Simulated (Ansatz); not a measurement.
CH₉ClN₂Si₂, SMILES `N[SiH2]C[SiH](N)Cl`. Charge 0, multiplicity 1. Geometry: relaxed with PBE0-D4/def2-TZVP. It is one conformer, not always the lowest.

```xyz
15

N     1.706   -0.229    0.707
Si    0.707   -1.504    0.086
C    -0.817   -0.801   -0.751
Si   -1.329    0.858   -0.106
N    -0.180    2.021   -0.567
Cl   -1.517    0.631    1.969
H     1.424    0.197    1.580
H     2.702   -0.390    0.712
H     1.557   -2.230   -0.896
H     0.259   -2.471    1.127
H    -0.630   -0.688   -1.823
H    -1.641   -1.510   -0.625
H    -2.666    1.317   -0.546
H    -0.367    3.005   -0.461
H     0.792    1.793   -0.406
```

(1) What is the dipole moment at r2SCAN/def2-TZVPP? (An estimate is asked.)

(2) And with PBE, B3LYP, ωB97M-V? (Estimate.)

(3) Give the Mulliken charges with r2SCAN, PBE, ωB97M-V in def2-TZVPP. (Best estimate.)

Answers

(1) Computed: 1.89 D, with components (1.62, 0.64, -0.74) D in this frame, pointing from negative to positive charge.

(2) Computed: PBE 1.88 D, B3LYP 1.82 D, ωB97M-V 1.83 D.

(3) The calculation gave: 
```json
{"atom": "N1", "r2SCAN": "-0.48", "PBE": "-0.42", "ωB97M-V": "-0.42"}
{"atom": "Si2", "r2SCAN": "0.43", "PBE": "0.31", "ωB97M-V": "0.35"}
{"atom": "C3", "r2SCAN": "-0.31", "PBE": "-0.27", "ωB97M-V": "-0.42"}
{"atom": "Si4", "r2SCAN": "0.55", "PBE": "0.41", "ωB97M-V": "0.45"}
{"atom": "N5", "r2SCAN": "-0.43", "PBE": "-0.37", "ωB97M-V": "-0.36"}
{"atom": "Cl6", "r2SCAN": "-0.31", "PBE": "-0.27", "ωB97M-V": "-0.26"}
{"atom": "H7", "r2SCAN": "0.16", "PBE": "0.16", "ωB97M-V": "0.14"}
{"atom": "H8", "r2SCAN": "0.16", "PBE": "0.15", "ωB97M-V": "0.12"}
{"atom": "H9", "r2SCAN": "-0.09", "PBE": "-0.07", "ωB97M-V": "-0.04"}
{"atom": "H10", "r2SCAN": "-0.09", "PBE": "-0.07", "ωB97M-V": "-0.04"}
{"atom": "H11", "r2SCAN": "0.09", "PBE": "0.11", "ωB97M-V": "0.13"}
{"atom": "H12", "r2SCAN": "0.09", "PBE": "0.11", "ωB97M-V": "0.13"}
{"atom": "H13", "r2SCAN": "-0.09", "PBE": "-0.07", "ωB97M-V": "-0.03"}
{"atom": "H14", "r2SCAN": "0.15", "PBE": "0.15", "ωB97M-V": "0.11"}
{"atom": "H15", "r2SCAN": "0.16", "PBE": "0.15", "ωB97M-V": "0.14"}
```

B3LYP here is the variant with VWN-RPA as its local correlation; programs differ in this.
